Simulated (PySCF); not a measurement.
Compound: C₃H₁₀N₂Si.
Z-matrix (Å and degrees, PBE0-D3(BJ)/def2-SVP geometry), rows numbered from 1:
```
C 
N   1  1.2594
Si  2  1.7526  1  127.45
N   3  1.7260  2  107.15  1  -129.73
C   4  1.4423  3  120.69  2   -49.11
C   4  1.4388  3  122.70  2   147.30
H   1  1.1125  2  124.71  3    -0.29
H   1  1.1072  2  120.66  3   179.54
H   3  1.4998  2  104.20  1   107.50
H   3  1.5000  2  114.48  1   -11.54
H   5  1.1059  4  110.76  3   138.23
H   5  1.1090  4  112.65  3  -101.58
H   5  1.0997  4  110.24  3    19.56
H   6  1.1005  4  110.70  3   -18.94
H   6  1.1064  4  110.92  3  -138.17
H   6  1.1091  4  112.89  3   101.67
```

Level of theory: PySCF 2.14.0, PBE0-D3(BJ)/def2-SVP geometry optimisation, gas phase.

Take the most abundant isotopes and a rigid rotor. The values belong to one conformer with, in the numbering `[CH2:1]=[N:2][SiH2:3][N:4]([CH3:5])[CH3:6]`, C1–N2–Si3–N4 -130°, N2–Si3–N4–C5 -49°.

Task: What are A, B and C (cm⁻¹)?

Result: Ia = 90.45, Ib = 307.02, Ic = 349.27 u·Å²; 505379 MHz·u·Å²/I gives 5588, 1646 and 1447 MHz, that is A = 0.18638, B = 0.05491, C = 0.04827 cm⁻¹.

Task: What kind of rotor is it?

Result: A near-prolate asymmetric top. Ray's parameter κ = (2B − A − C)/(A − C) = -0.904; −1 is the prolate and +1 the oblate limit.

Task: What does the inertial defect say?

Result: Not planar: Δ = Ic − Ia − Ib = -48.20 u·Å². For a rigid frame Δ = −2 Σ m c², so Σ m c² = 24.10 u·Å² lies off the ab plane: 9.90 from hydrogen and 14.20 from heavier atoms. The atom farthest from that plane is 1.96 Å away.

Task: List the rotational levels J(Ka,Kc) to J = 2 (MHz).

Result: Above 0(0,0):
J = 1: 1(0,1) 3093, 1(1,1) 7035, 1(1,0) 7234
J = 2: 2(0,2) 9272, 2(1,2) 13021, 2(1,1) 13619, 2(2,1) 25443, 2(2,0) 25451

Task: Predict some low-J microwave lines.

Result: The dipole components are |μa| = 0.01 D, |μb| = 0.50 D, |μc| = 0.76 D. The squared components, which scale the intensities, stand as 0.00 : 0.43 : 1.00 (a : b : c). Some lines, for components of 0.1 D or more:

```csv
type,branch,"J(Ka,Kc)",MHz,lower level (cm⁻¹)
b,R,"2(0,2) ← 1(1,1)",2237,0.235
c,Q,"3(1,3) ← 3(0,3)",3476,0.618
b,Q,"3(1,2) ← 3(0,3)",4670,0.618
b,R,"3(0,3) ← 2(1,2)",5500,0.434
c,R,"1(1,0) ← 0(0,0)",7234,0.000
c,Q,"3(2,2) ← 3(1,2)",11531,0.774
b,Q,"3(2,1) ← 3(1,2)",11567,0.774
b,Q,"2(2,0) ← 2(1,1)",11832,0.454
b,R,"3(1,3) ← 2(0,2)",12726,0.309
c,R,"3(1,2) ← 2(0,2)",13920,0.309
b,R,"2(2,1) ← 1(1,0)",18210,0.241
c,R,"2(2,1) ← 1(1,1)",18409,0.235
b,R,"2(2,0) ← 1(1,1)",18416,0.235
c,Q,"3(3,1) ← 3(2,1)",20173,1.159
b,Q,"3(3,0) ← 3(2,1)",20173,1.159
b,Q,"3(3,1) ← 3(2,2)",20210,1.158
b,R,"3(2,2) ← 2(1,1)",21104,0.454
b,R,"3(3,1) ← 2(2,0)",29482,0.849
c,R,"3(3,0) ← 2(2,0)",29482,0.849
c,R,"3(3,1) ← 2(2,1)",29489,0.849
b,R,"3(3,0) ← 2(2,1)",29489,0.849
```

Whether it is a minimum is left open (no frequencies). Constants of a rigid frame at the computed geometry: no zero-point averaging, no centrifugal distortion. A rigid rotor knows nothing of internal rotation, which can split or shift real lines. Quadrupole hyperfine structure (14N) is left out.

The run took about 2.9 min of CPU time (one thread, shared machine). These figures are those of the optimisation.
